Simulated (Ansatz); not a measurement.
Cost and result for the atomization energy of CH8BNSSi (`BN(C)[SiH2]S`) (13 atoms, 12 bonds).

```xyz
13

B    -1.4993   -0.1566   -0.6090
N    -0.1797   -0.3229   -0.1853
C     0.6316   -1.4480   -0.6451
Si    0.7003    0.7675    0.8665
S    -0.4629    2.2923    1.7688
H    -1.9719   -0.9660   -1.3578
H    -2.1331    0.7823   -0.2287
H     0.0502   -2.0608   -1.3337
H     1.5305   -1.1020   -1.1665
H     0.9506   -2.0742    0.1941
H     1.8162    1.3445    0.0732
H     1.2577   -0.0117    2.0007
H    -0.6903    2.9557    0.6227
```

Total charge 0; spin multiplicity 1. The structure was optimised at the PBE0-D4/def2-TZVP level. It is one conformer, not always the lowest. Program: Ansatz. All runs use 4 threads of an Arm Neoverse V1 on a shared host. Times are those of one run each, without the atoms' runs, and a repeat can differ threefold. Electronic energies, without spin–orbit coupling; frozen cores. CCSD(T)/CBS adds CCSD(T) − MP2 in def2-TZVPP to the MP2 limit, and its time is that of the two runs behind it. T1 = 0.012. B3LYP takes the VWN-RPA correlation (the form of Gaussian; ORCA's B3LYP/G).

CCSD(T)/CBS is a level of theory with its own doubt, some kJ/mol a heavy atom from the limit and from the frozen cores, so smaller differences don't rank the functionals.

```
                             level  functions  wall time
   PBE-D4/def2-TZVPP (with forces)        289      3.6 s
                PBE0-D4/def2-TZVPP        289      4.4 s
r2SCAN-D4/def2-TZVPP (with forces)        289        7 s
 B3LYP-D4/def2-TZVPP (with forces)        289      7.5 s
                 B2PLYP/def2-TZVPP        289      8.5 s
                ωB97X-V/def2-TZVPP        289       11 s
  ωB97M-V/def2-TZVPP (with forces)        289       17 s
                    MP2/def2-QZVPP        551       45 s
                CCSD(T)/def2-TZVPP        289    4.6 min
                 CCSD(T)/CBS(def2)          –    5.3 min
```

(1) What atomization energy does each give, and how far from CCSD(T)/CBS? (Estimate.)

## Answers

(1) Computed: 
| level | atomization (kcal/mol) | difference from CCSD(T)/CBS | per bond |
| --- | --- | --- | --- |
| PBE-D4/def2-TZVPP (with forces) | 1103.7 | 13.3 | 1.1 |
| PBE0-D4/def2-TZVPP | 1091.6 | 1.2 | 0.1 |
| r2SCAN-D4/def2-TZVPP (with forces) | 1093.2 | 2.8 | 0.2 |
| B3LYP-D4/def2-TZVPP (with forces) | 1095.3 | 4.9 | 0.4 |
| B2PLYP/def2-TZVPP | 1080.2 | -10.2 | -0.9 |
| ωB97X-V/def2-TZVPP | 1098.4 | 8.0 | 0.7 |
| ωB97M-V/def2-TZVPP (with forces) | 1098.5 | 8.1 | 0.7 |
| MP2/def2-QZVPP | 1088.0 | -2.4 | -0.2 |
| CCSD(T)/def2-TZVPP | 1062.1 | -28.3 | -2.4 |
| CCSD(T)/CBS(def2) | 1090.4 | 0.0 | 0.0 |

The D4 term adds +11.9 kcal/mol with B3LYP and +6.3 kcal/mol with PBE0; it sums over pairs of atoms, weighted by their polarisabilities, and B3LYP, whose exchange is more repulsive, gets the larger term. In def2-TZVPP, CCSD(T) changes the Hartree–Fock value by +251.9 kcal/mol (the triples alone add +14.0 kcal/mol) and MP2 by +261.0 kcal/mol; breaking electron pairs costs correlation energy, which Hartree–Fock lacks. From PBE to PBE0 (25 % exact exchange), in def2-TZVPP and without D4, the atomization energy moves by −11.1 kcal/mol: exact exchange takes away binding that semilocal exchange gives to molecules.
